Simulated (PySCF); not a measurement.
Isomers of C8H14OSi, mass 154.081 u with the commonest isotopes. Level of theory: PBE0/pcSseg-1 in PySCF (dipole) on a GFN2-xTB geometry, gas phase. One conformer each, none proved a minimum here; rigid rotors.

Problem. Order these by rotational constant B, largest first.
A. `[CH2:1]=[CH:2][CH2:3][C:4]1=[CH:5][C@H:6]([CH3:7])[SiH2:8][O:9][CH2:10]1` with C1–C2–C3–C4 122°, C2–C3–C4–C5 100°, C4–C5–C6–C7 159°, C5–C6–Si8–O9 -40°, C6–Si8–O9–C10 29°, Si8–O9–C10–C4 -1°
B. `[CH3:1][C:2](=[O:3])[C:4]#[C:5][CH2:6][CH2:7][SiH:8]([CH3:9])[CH3:10]` with C5–C6–C7–Si8 180°, C6–C7–Si8–C9 -64°
C. `[CH2:1]=[CH:2][CH2:3][C:4](=[O:5])/[CH:6]=[CH:7]/[SiH:8]([CH3:9])[CH3:10]` with C1–C2–C3–C4 -110°, C2–C3–C4–O5 -107°, C3–C4–C6–C7 -179°, C6–C7–Si8–C9 131°

Solution. A (701.6 MHz), C (470.2 MHz), B (314.6 MHz).

Problem. Order these by rotational constant A, smallest first.
A. `[CH3:1][C:2](=[O:3])[C:4]#[C:5][CH2:6][CH2:7][SiH:8]([CH3:9])[CH3:10]` with C5–C6–C7–Si8 180°, C6–C7–Si8–C9 -64°
B. `[CH2:1]=[CH:2][CH2:3][C:4](=[O:5])/[CH:6]=[CH:7]/[SiH:8]([CH3:9])[CH3:10]` with C1–C2–C3–C4 -110°, C2–C3–C4–O5 -107°, C3–C4–C6–C7 -179°, C6–C7–Si8–C9 131°
C. `[CH2:1]=[CH:2][CH2:3][C:4]1=[CH:5][C@H:6]([CH3:7])[SiH2:8][O:9][CH2:10]1` with C1–C2–C3–C4 122°, C2–C3–C4–C5 100°, C4–C5–C6–C7 159°, C5–C6–Si8–O9 -40°, C6–Si8–O9–C10 29°, Si8–O9–C10–C4 -1°

Solution. B (1865 MHz), C (1918 MHz), A (2910 MHz).

Problem. Order these by dipole moment, largest first.
A. `[CH2:1]=[CH:2][CH2:3][C:4](=[O:5])/[CH:6]=[CH:7]/[SiH:8]([CH3:9])[CH3:10]` with C1–C2–C3–C4 -110°, C2–C3–C4–O5 -107°, C3–C4–C6–C7 -179°, C6–C7–Si8–C9 131°
B. `[CH3:1][C:2](=[O:3])[C:4]#[C:5][CH2:6][CH2:7][SiH:8]([CH3:9])[CH3:10]` with C5–C6–C7–Si8 180°, C6–C7–Si8–C9 -64°
C. `[CH2:1]=[CH:2][CH2:3][C:4]1=[CH:5][C@H:6]([CH3:7])[SiH2:8][O:9][CH2:10]1` with C1–C2–C3–C4 122°, C2–C3–C4–C5 100°, C4–C5–C6–C7 159°, C5–C6–Si8–O9 -40°, C6–Si8–O9–C10 29°, Si8–O9–C10–C4 -1°

Solution. B (3.71 D), A (2.49 D), C (1.48 D).

```tsv
SMILES	point group	Ia (u·Å²)	Ib (u·Å²)	Ic (u·Å²)	κ	μa (D)	μb (D)	μc (D)
C=CCC1=C[C@H](C)[SiH2]OC1	C1	263.48	720.29	863.32	-0.83	0.43	1.35	0.42
C=CCC(=O)/C=C/[SiH](C)C	C1	270.97	1074.85	1204.73	-0.93	0.89	2.02	1.16
CC(=O)C#CCC[SiH](C)C	C1	173.67	1606.46	1633.94	-1.00	2.81	0.07	2.42
```
